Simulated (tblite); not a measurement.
C7H15OP.
Numbering: `[CH3:1][O:2][C@@H:3]1[CH2:4][CH2:5][CH2:6][CH2:7][P:8]1[CH3:9]` (hydrogens: H10, H11, H12 on C1; H13 on C3; H14, H15 on C4; H16, H17 on C5; H18, H19 on C6; H20, H21 on C7; H22, H23, H24 on C9)

Geometry (GFN2-xTB, Å), atoms numbered from 1 in this order:
```
atom  x, y, z in Å
C1     2.4599    0.2261   -1.0399
O2     1.1352    0.4962   -0.6681
C3     0.7841    0.0546    0.6241
C4     0.4898   -1.4483    0.6973
C5    -0.5631   -1.8700   -0.3255
C6    -1.9142   -1.2049   -0.0765
C7    -1.8220    0.3139   -0.1891
P8    -0.7585    0.9768    1.1830
C9    -0.3957    2.6536    0.4962
H10    2.6499   -0.8493   -1.1337
H11    2.6116    0.7004   -2.0087
H12    3.1681    0.6465   -0.3142
H13    1.5965    0.2968    1.3331
H14    1.4095   -2.0149    0.5267
H15    0.1394   -1.6733    1.7082
H16   -0.6804   -2.9557   -0.2885
H17   -0.2117   -1.6020   -1.3243
H18   -2.2714   -1.4732    0.9219
H19   -2.6386   -1.5822   -0.8037
H20   -1.3914    0.6027   -1.1508
H21   -2.8155    0.7624   -0.0976
H22   -1.3154    3.2364    0.5168
H23   -0.0187    2.5826   -0.5210
H24    0.3410    3.1447    1.1303
```

Computed values, GFN2-xTB/tblite, gas phase, harmonic and unscaled. Errors from tens to a few hundred cm⁻¹ against measured bands are possible. One conformer, not necessarily the lowest.

Harmonic wavenumbers (cm⁻¹): 63.5, 103.9, 137.9, 156.9, 179.7, 210.3, 228.9, 272.4, 303.2, 318.0, 355.7, 398.0, 457.6, 581.8, 683.9, 720.7, 742.7, 790.1, 860.7, 869.3, 872.6, 905.5, 928.1, 942.6, 990.2, 1036.9, 1066.4, 1092.5, 1123.9, 1131.1, 1135.4, 1150.4, 1166.4, 1204.2, 1222.6, 1254.6, 1270.1, 1303.3, 1306.2, 1335.5, 1347.4, 1357.6, 1409.3, 1430.6, 1437.2, 1447.5, 1467.6, 1479.0, 1480.3, 1490.3, 1493.2, 2797.5, 2895.6, 2923.5, 2942.5, 2945.5, 2947.7, 2954.7, 2959.0, 2963.6, 2972.0, 2984.5, 3004.2, 3005.5, 3014.9, 3019.4.

A = 1541, B = 1465, C = 934.8 MHz; mass 146.086 u (most abundant isotopes); point group C1, symmetry number 1.

Problem. What is the zero-point energy?

Solution. ½Σν̃ = 45522 cm⁻¹ = 130.15 kcal/mol.

Problem. Give the ideal-gas entropy at 200 K and 1 bar in the rigid-rotor, harmonic-oscillator model (classical rotation).

Solution. Translation 38.89, rotation 28.22, vibration 18.75: S = 85.9 cal/(mol K).

Problem. And Cp and H(200 K) − H(0)?

Solution. Cp = 30.74 cal/(mol K), of which vibrations give 22.79 (their classical limit is 66 R = 131.2); H(200 K) − H(0) = 3.79 kcal/mol without the zero-point energy, 2.20 from vibrations.

Problem. What must be added to the electronic energy to get the Gibbs energy at 200 K and 1 bar?

Solution. ZPE + [H(200 K) − H(0)] − T·S = 130.15 + 3.79 − 17.17 = 116.77 kcal/mol.

Problem. Blend soft modes into free rotors: weight 1/[1 + (100 cm⁻¹/ν̃)⁴] for the oscillator and the rest for a rotor with moment μB/(μ + B), μ = h/(8π²ν), B = 10⁻⁴⁴ kg m². What vibrational entropy results?

Solution. 18.22 cal/(mol K) in place of 18.75, which changes −T·S at 200 K by +0.11 kcal/mol.

Problem. Which modes carry the vibrational entropy at 200 K?

Solution. 63.5 cm⁻¹: 3.56; 103.9 cm⁻¹: 2.61; 137.9 cm⁻¹: 2.08; 156.9 cm⁻¹: 1.85; 179.7 cm⁻¹: 1.61; 210.3 cm⁻¹: 1.34 cal/(mol K); the other 60 give 5.69 together.

Hindered rotation and anharmonicity are outside this model. Other conformers, if any are populated, would add a mixing term that is left out. The structure is chiral; the term R ln 2 for an equal mix with its mirror image is left out.

Hardware: one thread, Arm Neoverse V2 (aarch64), shared host. Cost: 0.98 s. This covers the Hessian and the dipole derivatives.
